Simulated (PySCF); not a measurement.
# The second ionisation energy along group 14

Calculated with PySCF 2.14 from differences of total energies of unrestricted determinants, without spin-orbit coupling. Values in eV. The last column holds reference values (NIST; (s) semi-empirical, (t) theoretical, else measured). Unmarked ones compare directly (S terms, centres of terms, or small fine structure); those marked * lie between the lowest fine-structure levels and include a spin-orbit shift.

```csv
element,configurations,LDA,PBE,MP2 (valence),SCS-MP2 (valence),MP2 (valence and next inner shell),SCS-MP2 (valence and next inner shell),reference
"C (x2c-QZVPPall with one added diffuse shell each of s, p, d, f type, spin-free X2C)",[He] 2s2 2p1 → [He] 2s2,24.772,24.852,24.417,24.380,24.448,24.402,24.378
"Si (x2c-QZVPPall with one added diffuse shell each of s, p, d, f type, spin-free X2C)",[Ne] 3s2 3p1 → [Ne] 3s2,16.359,16.400,16.129,16.120,16.123,16.114,16.322
"Ge (x2c-QZVPPall with one added diffuse shell each of s, p, d, f type, spin-free X2C)",[Ar] 3d10 4s2 4p1 → [Ar] 3d10 4s2,15.907,15.777,15.521,15.511,15.674,15.614,15.789
"Sn (x2c-QZVPPall with one added diffuse shell each of s, p, d, f type, spin-free X2C)",[Kr] 4d10 5s2 5p1 → [Kr] 4d10 5s2,14.414,14.228,13.978,13.969,14.136,14.070,14.282
```

```tsv
method	elements	mean error (eV)	mean absolute error (eV)	largest error (eV)
LDA	4	0.170	0.170	0.394
PBE	4	0.122	0.154	0.475
MP2 (valence)	4	-0.181	0.201	-0.304
SCS-MP2 (valence)	4	-0.197	0.198	-0.312
MP2 (valence and next inner shell)	4	-0.097	0.133	-0.199
SCS-MP2 (valence and next inner shell)	4	-0.142	0.155	-0.212
```

Errors include the incompleteness of the basis and the frozen core.

"Valence" correlates the outer s and p shells and, in groups 3 to 12 and the f block, the outer d or f shell, open or full, or the next shell where the ion has no valence electron left; the wider scheme adds the next inner shell.
